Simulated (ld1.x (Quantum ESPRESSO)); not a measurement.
# Reading a pseudo-wave (Rb (Z = 37))

Columns: radius, all-electron u(r) and pseudo u(r) of the 5s shell (level -2.22 eV) of rubidium in the configuration [Ar] 3d10 4s2 4p6 5s1 5p0; PBEsol, scalar-relativistic, TM scheme, ld1.x (Quantum ESPRESSO) 7.5.

```json
{"r (bohr)": "0.180", "all-electron": "-0.0336", "pseudo": "0.0095"}
{"r (bohr)": "0.360", "all-electron": "0.1151", "pseudo": "0.0193"}
{"r (bohr)": "0.540", "all-electron": "0.0470", "pseudo": "0.0297"}
{"r (bohr)": "0.720", "all-electron": "-0.0816", "pseudo": "0.0411"}
{"r (bohr)": "0.900", "all-electron": "-0.1699", "pseudo": "0.0538"}
{"r (bohr)": "1.080", "all-electron": "-0.2000", "pseudo": "0.0681"}
{"r (bohr)": "1.260", "all-electron": "-0.1824", "pseudo": "0.0845"}
{"r (bohr)": "1.440", "all-electron": "-0.1335", "pseudo": "0.1035"}
{"r (bohr)": "1.620", "all-electron": "-0.0675", "pseudo": "0.1253"}
{"r (bohr)": "1.800", "all-electron": "0.0051", "pseudo": "0.1503"}
{"r (bohr)": "1.980", "all-electron": "0.0776", "pseudo": "0.1787"}
{"r (bohr)": "2.160", "all-electron": "0.1458", "pseudo": "0.2102"}
{"r (bohr)": "2.340", "all-electron": "0.2076", "pseudo": "0.2444"}
{"r (bohr)": "2.520", "all-electron": "0.2619", "pseudo": "0.2802"}
{"r (bohr)": "2.700", "all-electron": "0.3087", "pseudo": "0.3161"}
{"r (bohr)": "2.880", "all-electron": "0.3481", "pseudo": "0.3503"}
{"r (bohr)": "3.060", "all-electron": "0.3808", "pseudo": "0.3812"}
{"r (bohr)": "3.240", "all-electron": "0.4074", "pseudo": "0.4074"}
{"r (bohr)": "3.420", "all-electron": "0.4285", "pseudo": "0.4285"}
{"r (bohr)": "3.600", "all-electron": "0.4449", "pseudo": "0.4449"}
{"r (bohr)": "3.780", "all-electron": "0.4572", "pseudo": "0.4572"}
{"r (bohr)": "3.960", "all-electron": "0.4659", "pseudo": "0.4659"}
{"r (bohr)": "4.140", "all-electron": "0.4714", "pseudo": "0.4714"}
{"r (bohr)": "4.320", "all-electron": "0.4740", "pseudo": "0.4740"}
{"r (bohr)": "4.500", "all-electron": "0.4740", "pseudo": "0.4740"}
{"r (bohr)": "4.680", "all-electron": "0.4717", "pseudo": "0.4717"}
```

(1) How many radial nodes do the two functions have?

(2) At about which radius was the pseudo-wave matched?

(3) Is the pseudo-wave norm-conserving?

## Answers

(1) The all-electron 5s function has n − l − 1 = 4 (the table is too coarse to show those close to the nucleus); the pseudo-wave has 0, since the states of the same l below it are removed with the core.

(2) 3.45 bohr. The columns agree to 0.0005 from 3.06 bohr on; several derivatives are matched, so the curves merge somewhat inside the radius.

(3) Yes: the TM scheme keeps the norm inside the radius equal to the all-electron one, which fixes the energy derivative of the logarithmic derivative at the level.
